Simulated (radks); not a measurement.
Trend from Rb+ to Xe+: ionisation energy by Delta-SCF between NIST ground configurations, and size. Calculated with a radial shooting solver on a logarithmic mesh with Libxc functionals: scalar-relativistic Kohn-Sham, PBEsol, spin-polarised, spherical densities, point nucleus; open shells are filled with parallel spins first (spin-orbit coupling, left out, can overturn this in heavy ions).

species,configuration,configuration of the ion,IE (eV),NIST (eV),kind,outermost,<r> outermost (bohr),r at 0.001 e/bohr^3 (bohr)
Rb+,[Kr],[Ar] 3d10 4s2 4p5,27.361,27.290,exp.,4p,1.71,3.63
Sr+,[Kr] 5s1,[Kr],11.125,11.030,exp.,5s,3.85,4.47
Zr+,[Kr] 4d2 5s1,[Kr] 4d2,13.483,13.130,exp.,5s,3.34,4.44
Nb+,[Kr] 4d4,[Kr] 4d3,14.916,14.320,semi-emp.,4d,2.03,4.03
Mo+,[Kr] 4d5,[Kr] 4d4,16.529,16.2,semi-emp.,4d,1.87,3.94
Tc+,[Kr] 4d5 5s1,[Kr] 4d5,15.627,15.260,semi-emp.,5s,2.94,4.15
Ru+,[Kr] 4d7,[Kr] 4d6,16.730,16.8,semi-emp.,4d,1.66,3.81
Rh+,[Kr] 4d8,[Kr] 4d7,18.536,18.080,semi-emp.,4d,1.56,3.73
Pd+,[Kr] 4d9,[Kr] 4d8,20.262,19.4,semi-emp.,4d,1.47,3.66
Ag+,[Kr] 4d10,[Kr] 4d9,21.934,21.484,exp.,4d,1.39,3.58
Cd+,[Kr] 4d10 5s1,[Kr] 4d10,17.359,16.908,exp.,5s,2.62,3.85
In+,[Kr] 4d10 5s2,[Kr] 4d10 5s1,18.978,18.870,exp.,5s,2.47,3.98
Sn+,[Kr] 4d10 5s2 5p1,[Kr] 4d10 5s2,14.191,14.633,exp.,5p,2.88,4.20
Sb+,[Kr] 4d10 5s2 5p2,[Kr] 4d10 5s2 5p1,16.566,16.63,exp.,5p,2.64,4.25
Te+,[Kr] 4d10 5s2 5p3,[Kr] 4d10 5s2 5p2,18.766,18.6,exp.,5p,2.46,4.21
I+,[Kr] 4d10 5s2 5p4,[Kr] 4d10 5s2 5p3,18.656,19.131,exp.,5p,2.33,4.17
Xe+,[Kr] 4d10 5s2 5p5,[Kr] 4d10 5s2 5p4,21.148,20.975,semi-emp.,5p,2.19,4.11

Reference values: NIST Atomic Spectra Database (exp. = measured, semi-emp. = semi-empirical, theory = theoretical value adopted there). Open shells are spherical and high-spin; term and fine-structure splittings are not resolved. Spin-orbit splitting is averaged out at the scalar-relativistic level.
